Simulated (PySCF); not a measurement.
Atomic charges by several schemes

C6H6P2.
Cartesian coordinates in Å at the GFN2-xTB level; atoms count from 1:
```
atom  x, y, z in Å
C1     2.9608   -0.3554    0.5214
C2     2.0491    0.5065    0.0806
C3     0.6175    0.2587   -0.0173
P4     0.0132   -1.3083    0.4816
C5    -1.6938   -1.1945    0.2161
C6    -2.4309   -0.1336   -0.2721
C7    -1.9259    1.0912   -0.6591
P8    -0.2795    1.6275   -0.6419
H9     2.6897   -1.3456    0.8524
H10    4.0054   -0.0995    0.5656
H11    2.3628    1.4940   -0.2437
H12   -2.2360   -2.0965    0.4780
H13   -3.5029   -0.2752   -0.3595
H14   -2.6303    1.8302   -1.0244
```

Density: PBE0/pcSseg-1 (PySCF); schemes: Mulliken, IAO, Hirshfeld and ESP-fitted. One conformer (not necessarily the lowest) at the GFN2-xTB geometry, without solvent, vibrations or thermal averaging.

Problem. At which atom do the 4 schemes differ most?

Solution. At C3: from -0.706 (Mulliken) to +0.440 e (ESP-fitted), 1.146 e apart.

Problem. Do the Mulliken, IAO, Hirshfeld and ESP-fitted schemes agree on where the charge is highest?

Solution. The schemes don't all agree: Mulliken P4 (+0.515); IAO P4 (+0.392); Hirshfeld P4 (+0.120); ESP-fitted C3 (+0.440).

Problem. Give the atomic charges in each scheme.

Solution. In e:

| atom | environment | Mulliken | IAO | Hirshfeld | ESP-fitted |
| --- | --- | --- | --- | --- | --- |
| C1 | terminal =CH2 carbon | -0.141 | -0.301 | -0.092 | -0.286 |
| C2 | alkene CH carbon | -0.107 | -0.133 | -0.062 | -0.338 |
| C3 | substituted aromatic carbon | -0.706 | -0.436 | -0.111 | +0.440 |
| P4 | phosphorus bonded to 2 C | +0.515 | +0.392 | +0.120 | -0.239 |
| C5 | aromatic CH carbon | -0.401 | -0.371 | -0.102 | +0.140 |
| C6 | aromatic CH carbon | -0.048 | -0.119 | -0.037 | -0.556 |
| C7 | aromatic CH carbon | -0.400 | -0.375 | -0.103 | +0.199 |
| P8 | phosphorus bonded to 2 C | +0.510 | +0.389 | +0.107 | -0.299 |
| H9 | vinylic hydrogen | +0.144 | +0.152 | +0.038 | +0.154 |
| H10 | vinylic hydrogen | +0.124 | +0.159 | +0.053 | +0.164 |
| H11 | vinylic hydrogen | +0.115 | +0.148 | +0.040 | +0.190 |
| H12 | aromatic hydrogen | +0.141 | +0.168 | +0.048 | +0.112 |
| H13 | aromatic hydrogen | +0.113 | +0.157 | +0.054 | +0.220 |
| H14 | aromatic hydrogen | +0.140 | +0.168 | +0.048 | +0.099 |

Mean size of the charges over all atoms: Mulliken 0.258 e, IAO 0.248 e, ESP-fitted 0.245 e, Hirshfeld 0.072 e. Each set sums to the total charge, 0, to within 0.001 e. The Mulliken scheme counts on each atom the diagonal of the density matrix times the overlap matrix over that atom's basis functions. The ESP scheme is a least-squares fit of atom-centred charges to the potential on four shells outside the van der Waals surface, with the total charge fixed.

Problem. How many electrons does the Hirshfeld scheme count on C6?

Solution. Z − q = 6 − (-0.037) = 6.037.

Problem. How closely do the schemes follow one another over all atoms?

Solution. Correlation coefficient and root-mean-square difference: IAO with Hirshfeld 0.99, 0.196 e; Mulliken with IAO 0.96, 0.101 e; Mulliken with Hirshfeld 0.94, 0.253 e; Hirshfeld with ESP-fitted -0.11, 0.294 e; IAO with ESP-fitted -0.17, 0.420 e; Mulliken with ESP-fitted -0.40, 0.503 e.

Problem. Sum the charges by element.

Solution. 
```
element  atoms  Mulliken     IAO  Hirshfeld  ESP-fitted
      C      6    -1.803  -1.734     -0.507      -0.400
      P      2    +1.026  +0.782     +0.227      -0.537
      H      6    +0.777  +0.953     +0.281      +0.938
```
